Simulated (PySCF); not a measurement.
HSi, SMILES [SiH] (connectivity only; charge and spin as stated), neutral, multiplicity 2.

Geometry: r2SCAN-D4/def2-TZVPD.

Two levels are set side by side: PBE/def2-TZVPD (PySCF) and M06-2X/def2-TZVPD (PySCF). Same geometry, gas phase. Differences are taken from unrounded values.

```csv
quantity,M06-2X
α-spin orbital gap (eV),3.83
β-spin orbital gap (eV),6.41
dipole moment (D),0.10
```

**Question.** What does PBE give, and how far is it from M06-2X? (Estimate from the structure and the level; the computed values follow.)

**Answer.** 
```json
[
 {"quantity": "α-spin orbital gap (eV)", "PBE": "0.30", "PBE minus M06-2X": "-3.53"},
 {"quantity": "β-spin orbital gap (eV)", "PBE": "2.62", "PBE minus M06-2X": "-3.79"},
 {"quantity": "dipole moment (D)", "PBE": "0.10", "PBE minus M06-2X": "0.00"}
]
```

Rough cost on one machine, each run with all the roots and properties that it gave: M06-2X against PBE about 3 times.
